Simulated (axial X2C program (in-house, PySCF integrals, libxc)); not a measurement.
## Bond lengths and stretching modes, held linear, of FSeF⁺

Computed with an in-house all-electron X2C program for linear molecules (integrals from PySCF): two-component X2C with atomic mean-field Coulomb and Gaunt terms, Gaussian nuclei, basis F dyall-av3z, Se dyall-v3z with contracted cores. Spin-free rows use the one-electron spin-free X2C Hamiltonian.

Masses F 18.998, Se 79.917, F 18.998 u. States: 2c Ω = 1/2 (beyond evenly filled blocks: ω = 1/2); spin-free M_S = 1/2, Λ = 1 (beyond evenly filled blocks: π+α).

HF, spin-free: energies above the lowest point

```tsv
r(F–Se) (Å)	r(Se–F) (Å)	E (meV)
1.6848	1.6848	0.00
1.6848	1.7280	27.63
1.6848	1.7712	106.14
1.7280	1.6848	27.63
1.7280	1.7280	66.33
1.7280	1.7712	155.40
1.7280	1.8144	283.64
1.7712	1.6848	106.14
1.7712	1.7280	155.40
1.7712	1.7712	254.52
1.8144	1.7280	283.64
1.8144	1.8144	539.57
```

Question: Fit a quadratic surface with cubic terms in each bond: where is the minimum, and what are the two stretching wavenumbers?

Answer: At HF, spin-free: bonds 1.685 and 1.685 Å; harmonic stretches 738.4 and 759.2 cm⁻¹; force constants 5.24, 5.24 and coupling 0.87 mdyn/Å.

The other levels and Hamiltonians give:

```
Hamiltonian      level  r(F–Se) (Å)  r(Se–F) (Å)  lower stretch (cm⁻¹)  upper stretch (cm⁻¹)
         2c       PBE0        1.727        1.727                 680.4                 718.5
         2c         HF        1.685        1.685                 736.9                 759.5
         2c  BHandHLYP        1.708        1.708                 707.5                 743.1
         2c        MP2        1.732        1.732                 674.5                 725.9
  spin-free       PBE0        1.726        1.726                 679.8                 716.1
  spin-free  BHandHLYP        1.708        1.708                 707.7                 741.7
  spin-free        MP2        1.732        1.732                 672.1                 722.1
```

Each state is one determinant, the lowest of a limited PBE0 search; the stretches come from a fit to these few points and carry an uncertainty of a few per cent. Other orders of the atoms were not compared. MP2 freezes inner shells (threshold -2 hartree). The molecule was held linear; bending was not examined, so a bent shape may lie lower. Note: functional without a current term on a determinant with orbital currents, of the molecule or an atom.
